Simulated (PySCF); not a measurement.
Species: CH8N2SSi2.
Z-matrix (Å and degrees, PBE0-D3(BJ)/def2-SVP geometry), rows numbered from 1:
```
C 
S   1  1.8234
Si  2  2.1287  1   98.66
N   3  1.7461  2  116.08  1    49.29
Si  4  1.7462  3   93.84  2  -118.21
N   5  1.7459  4   86.16  3     0.51
H   1  1.0984  2  110.62  3   -60.39
H   1  1.0984  2  110.63  3    61.01
H   1  1.0976  2  107.26  3  -179.69
H   3  1.4908  2  103.51  1   179.69
H   4  1.0088  3  132.33  2    60.94
H   5  1.4964  4  115.68  3  -116.13
H   5  1.4980  4  115.71  3   117.33
H   6  1.0088  3  132.31  2   -62.16
```

Computed, not measured: PBE0-D3(BJ)/def2-SVP geometry optimisation, gas phase in PySCF.

Masses are those of the commonest isotopes; rigid-rotor values at the optimised geometry. The values belong to one conformer with, in the numbering `[CH3:1][S:2][SiH:3]1[NH:4][SiH2:5][NH:6]1`, C1–S2–Si3–N4 49°.

Give the principal moments of inertia and the rotational constants in cm⁻¹.

Ia = 134.89, Ib = 402.44, Ic = 434.90 u·Å²; 505379 MHz·u·Å²/I gives 3747, 1256 and 1162 MHz, that is A = 0.12497, B = 0.04189, C = 0.03876 cm⁻¹.

Classify the top.

A near-prolate asymmetric top; Ray's κ = -0.927.

What does the inertial defect say?

Not planar: Δ = Ic − Ia − Ib = -102.43 u·Å². For a rigid frame Δ = −2 Σ m c², so Σ m c² = 51.22 u·Å² lies off the ab plane: 11.39 from hydrogen and 39.83 from heavier atoms. The atom farthest from that plane is 2.20 Å away.

Give the coordinates in the principal-axis frame, origin at the centre of mass.

The sense of each axis is arbitrary; atoms in the order of the calculation.
```csv
atom,mass (u),a (Å),b (Å),c (Å)
C1,12.000,1.742,-1.578,-0.016
S2,31.972,2.068,0.216,-0.001
Si3,27.977,0.055,0.907,0.011
N4,14.003,-1.000,0.178,1.195
Si5,27.977,-2.075,-0.496,-0.005
N6,14.003,-1.011,0.220,-1.190
H7,1.008,1.176,-1.876,0.876
H8,1.008,1.181,-1.862,-0.917
H9,1.008,2.716,-2.086,-0.018
H10,1.008,0.197,2.391,0.032
H11,1.008,-0.975,0.153,2.203
H12,1.008,-3.475,0.031,0.010
H13,1.008,-2.165,-1.991,-0.030
H14,1.008,-1.001,0.239,-2.198
```

List the rotational levels J(Ka,Kc) to J = 5 (K).

Above 0(0,0), as E/k:
J = 1: 1(0,1) 0.116, 1(1,1) 0.236, 1(1,0) 0.240
J = 2: 2(0,2) 0.348, 2(1,2) 0.463, 2(1,1) 0.477, 2(2,1) 0.835, 2(2,0) 0.835
J = 3: 3(0,3) 0.696, 3(1,3) 0.804, 3(1,2) 0.831, 3(2,2) 1.183, 3(2,1) 1.184, 3(3,1) 1.792, 3(3,0) 1.792
J = 4: 4(0,4) 1.159, 4(1,4) 1.259, 4(1,3) 1.304, 4(2,3) 1.647, 4(2,2) 1.649, 4(3,2) 2.257, 4(3,1) 2.257, 4(4,1) 3.109, 4(4,0) 3.109
J = 5: 5(0,5) 1.736, 5(1,5) 1.828, 5(1,4) 1.895, 5(2,4) 2.227, 5(2,3) 2.232, 5(3,3) 2.837, 5(3,2) 2.837, 5(4,2) 3.690, 5(4,1) 3.690, 5(5,1) 4.785, 5(5,0) 4.785
The levels of one J sum to (2J + 1)J(J + 1)(A + B + C)/3.

Which types of transition are allowed, and where do some lines up to J = 5 fall?

The dipole components are |μa| = 1.01 D, |μb| = 1.17 D, |μc| = 0.00 D; the mirror of this Cs structure is the ab plane, so μc vanishes by symmetry (the 0.01 D computed is a residue) and there are no c-type lines. Intensities carry the squares of the components, which stand as 0.74 : 1.00 (a : b). Some lines, for components of 0.1 D or more:

| type | branch | J(Ka,Kc) | MHz | lower level (cm⁻¹) |
| --- | --- | --- | --- | --- |
| b | R | 4(1,3) ← 3(2,2) | 2520 | 0.822 |
| b | Q | 5(1,4) ← 5(0,5) | 3312 | 1.207 |
| a | R | 2(0,2) ← 1(0,1) | 4833 | 0.081 |
| b | R | 5(1,4) ← 4(2,3) | 5163 | 1.145 |
| b | Q | 5(2,3) ← 5(1,4) | 7011 | 1.317 |
| a | R | 3(2,1) ← 2(2,0) | 7264 | 0.581 |
| b | Q | 2(2,0) ← 2(1,1) | 7475 | 0.331 |
| b | Q | 5(2,4) ← 5(1,5) | 8326 | 1.270 |
| a | R | 4(0,4) ← 3(0,3) | 9646 | 0.483 |
| a | R | 4(2,3) ← 3(2,2) | 9669 | 0.822 |
| a | R | 4(3,1) ← 3(3,0) | 9677 | 1.246 |
| a | R | 4(2,2) ← 3(2,1) | 9695 | 0.823 |
| a | R | 5(4,2) ← 4(4,1) | 12095 | 2.161 |
| b | Q | 3(3,0) ← 3(2,1) | 12677 | 0.823 |
| b | Q | 4(3,2) ← 4(2,3) | 12697 | 1.145 |
| b | Q | 5(3,3) ← 5(2,4) | 12711 | 1.548 |
| b | R | 5(1,5) ← 4(0,4) | 13945 | 0.805 |
| b | R | 3(2,2) ← 2(1,1) | 14726 | 0.331 |
| b | R | 3(2,1) ← 2(1,2) | 15020 | 0.322 |
| b | R | 4(2,3) ← 3(1,2) | 17003 | 0.578 |
| b | R | 3(3,1) ← 2(2,0) | 19941 | 0.581 |
| b | Q | 5(5,1) ← 5(4,2) | 22833 | 2.564 |
| b | R | 4(4,1) ← 3(3,0) | 27435 | 1.246 |
| b | R | 5(4,1) ← 4(3,2) | 29854 | 1.569 |

Estimate the classical rotational partition function at 100 K, 298.15 K and 500 K.

Point group Cs, symmetry number σ = 1; q = (√π/σ)·√((kT/h)³/(ABC)), k/h = 20836.6 MHz/K: 72100 at 100 K, 371000 at 298.15 K, 806000 at 500 K.

Whether it is a minimum is left open (no frequencies). Zero-point vibration and centrifugal distortion are left out. A rigid rotor knows nothing of internal rotation, which can split or shift real lines. Quadrupole hyperfine structure (14N) is left out.
